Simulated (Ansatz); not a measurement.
Cost and result for the atomization energy of C2H9NOSi, SMILES `CN(C)[SiH2]O` (14 atoms, 13 bonds).

Z-matrix (Å, degrees):
```
C
N 1 1.443
H 1 1.092 2 110.5
H 1 1.099 2 112.2 3 120.3
H 1 1.098 2 110.8 3 -119.4
C 2 1.441 1 113.8 3 177.2
Si 2 1.707 1 121.6 3 -14.5
H 6 1.100 2 112.3 1 61.5
H 6 1.092 2 110.5 1 -177.8
H 6 1.098 2 110.8 1 -58.5
O 7 1.652 2 117.3 1 -73.1
H 7 1.487 2 105.3 1 164.8
H 7 1.480 2 108.5 1 42.4
H 11 0.958 7 117.7 2 -68.5
```

The species carries charge 0 and has multiplicity 1. The geometry is a stationary point of PBE0-D4/def2-TZVP. It is one conformer, not always the lowest. Program: Ansatz. All runs use 4 threads of an AMD EPYC 7R13 on a shared host. Times are those of one run each, without the atoms' runs, and a repeat can differ threefold. Electronic energies, without spin–orbit coupling; frozen cores. CCSD(T)/CBS adds CCSD(T) − MP2 in def2-TZVPP to the MP2 limit, and its time is that of the two runs behind it. T1 = 0.011. B3LYP takes the VWN-RPA correlation (the form of Gaussian; ORCA's B3LYP/G). HSE06 is the plane-wave form, built on full-range PBE exchange.

CCSD(T)/CBS is a level of theory with its own doubt, some kJ/mol a heavy atom from the limit and from the frozen cores, so smaller differences don't rank the functionals.

```
                            level  functions  wall time
               BLYP-D4/def2-TZVPP        292        2 s
               PBE0-D4/def2-TZVPP        292        3 s
              BHLYP-D4/def2-TZVPP        292      3.2 s
              HSE06-D4/def2-TZVPP        292      3.3 s
          CAM-B3LYP-D4/def2-TZVPP        292      3.7 s
B3LYP-D4/def2-TZVPP (with forces)        292      5.5 s
              PBE-QIDH/def2-TZVPP        292        6 s
                 CCSD(T)/def2-SVP        119      6.5 s
               ωB97X-V/def2-TZVPP        292        7 s
                B97M-V/def2-TZVPP        292      7.5 s
                   MP2/def2-QZVPP        568       32 s
               CCSD(T)/def2-TZVPP        292    3.9 min
                CCSD(T)/CBS(def2)          –    4.4 min
```

**Question.** What atomization energy does each give, and how far from CCSD(T)/CBS? (Estimate.)

**Answer.** The calculation gave: 
```json
{"level": "BLYP-D4/def2-TZVPP", "atomization (kJ/mol)": "5158.3", "difference from CCSD(T)/CBS": "-16.5", "per bond": "-1.3"}
{"level": "PBE0-D4/def2-TZVPP", "atomization (kJ/mol)": "5151.8", "difference from CCSD(T)/CBS": "-23.0", "per bond": "-1.8"}
{"level": "BHLYP-D4/def2-TZVPP", "atomization (kJ/mol)": "5041.0", "difference from CCSD(T)/CBS": "-133.8", "per bond": "-10.3"}
{"level": "HSE06-D4/def2-TZVPP", "atomization (kJ/mol)": "5155.2", "difference from CCSD(T)/CBS": "-19.6", "per bond": "-1.5"}
{"level": "CAM-B3LYP-D4/def2-TZVPP", "atomization (kJ/mol)": "5201.8", "difference from CCSD(T)/CBS": "27.0", "per bond": "2.1"}
{"level": "B3LYP-D4/def2-TZVPP (with forces)", "atomization (kJ/mol)": "5174.6", "difference from CCSD(T)/CBS": "-0.2", "per bond": "0.0"}
{"level": "PBE-QIDH/def2-TZVPP", "atomization (kJ/mol)": "5117.8", "difference from CCSD(T)/CBS": "-57.0", "per bond": "-4.4"}
{"level": "CCSD(T)/def2-SVP", "atomization (kJ/mol)": "4858.8", "difference from CCSD(T)/CBS": "-316.0", "per bond": "-24.3"}
{"level": "ωB97X-V/def2-TZVPP", "atomization (kJ/mol)": "5184.5", "difference from CCSD(T)/CBS": "9.7", "per bond": "0.7"}
{"level": "B97M-V/def2-TZVPP", "atomization (kJ/mol)": "5162.6", "difference from CCSD(T)/CBS": "-12.2", "per bond": "-0.9"}
{"level": "MP2/def2-QZVPP", "atomization (kJ/mol)": "5173.4", "difference from CCSD(T)/CBS": "-1.4", "per bond": "-0.1"}
{"level": "CCSD(T)/def2-TZVPP", "atomization (kJ/mol)": "5037.9", "difference from CCSD(T)/CBS": "-136.9", "per bond": "-10.5"}
{"level": "CCSD(T)/CBS(def2)", "atomization (kJ/mol)": "5174.8", "difference from CCSD(T)/CBS": "0.0", "per bond": "0.0"}
```

In def2-TZVPP, CCSD(T) changes the Hartree–Fock value by +1281.0 kJ/mol (the triples alone add +64.6 kJ/mol) and MP2 by +1334.8 kJ/mol; breaking electron pairs costs correlation energy, which Hartree–Fock lacks. Leaving LDA and LC-ωPBE aside and taking each functional with its dispersion term where it has one, the values, not all of them listed here, spread over 188.5 kJ/mol, from BHLYP-D4 to PBE-D4. LDA lies +666.1 kJ/mol from PBE without D4, its usual overbinding. From BLYP to BHLYP (50 % exact exchange), in def2-TZVPP and without D4, the atomization energy moves by −88.4 kJ/mol: exact exchange takes away binding that semilocal exchange gives to molecules.
